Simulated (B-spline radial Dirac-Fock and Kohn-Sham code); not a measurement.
# Photoionisation of chromium ions at Cr Kα (5414.7 eV)

Level of theory: Dirac-Hartree-Slater photoionisation with all multipoles and Dirac-Fock thresholds; a radial finite-basis atomic code. Cross sections in kb; a dash marks an empty subshell or a threshold above the photon energy.

```
  ion  configuration  total    2s  2p1/2  2p3/2  3p1/2     3d3/2
 Cr³⁺       [Ar] 3d3  7.399  3.56   1.02   1.93  0.130   0.00163
 Cr⁵⁺       [Ar] 3d1  7.475  3.56   1.02   1.93  0.144  0.000723
Cr¹⁶⁺   [He] 2s2 2p4  6.170  3.92  0.778   1.47      –         –
```

Values without a named source are computed, but for edge energies of neutral atoms, which are taken from tables.
